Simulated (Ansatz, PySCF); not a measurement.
Molecule: isocyanic acid, CHNO, net charge 0, singlet state. 
Geometry from a B3LYP-D3(BJ)/def2-TZVP (Ansatz, an electronic-structure program) optimisation:
```
C
O 1 1.1640
N 1 1.2097 2 172.93
H 3 1.0049 1 125.93 2 -180.00
```
Charge 0, spin multiplicity 1.

Total electronic energies in hartree. Correlated levels leave the core frozen unless marked. No spin-orbit coupling. Non-relativistic. CBS marks a two-point X^-3 extrapolation of the correlation energy; Hartree-Fock from the larger set.

```csv
level,program,energy (Eh)
HF/STO-3G,Ansatz,-165.49870
HF/cc-pVQZ,Ansatz,-167.84220
RI-HF/aug-cc-pVQZ,Ansatz,-167.84282
revPBE-D3(BJ)/def2-TZVPD,Ansatz + dftd3,___
PBE0-D4/def2-TZVP,Ansatz + dftd4,-168.56884
PBE0/def2-TZVP,Ansatz,-168.56769
PBE0/def2-QZVPP,Ansatz,___
r2SCAN0/def2-TZVPD,Ansatz,-168.63999
PW6B95-D4/def2-TZVPD,PySCF + dftd4,-168.95624
B2GP-PLYP-D4/def2-TZVPD,Ansatz + dftd4,___
B2PLYP-D3(BJ)/def2-TZVPD,Ansatz + dftd3,-168.64197
B2PLYP-D4/def2-TZVPD,Ansatz + dftd4,-168.64179
MP2/aug-cc-pVTZ,Ansatz,-168.41990
RI-MP2/aug-cc-pVTZ,Ansatz,-168.41975
"CCSD(T)/CBS(cc-pVTZ,cc-pVQZ)",Ansatz,-168.5121
```

Task: Complete the blanks.

Result: 
- revPBE-D3(BJ)/def2-TZVPD, energy (Eh): -168.72197
- PBE0/def2-QZVPP, energy (Eh): -168.57765
- B2GP-PLYP-D4/def2-TZVPD, energy (Eh): -168.60709
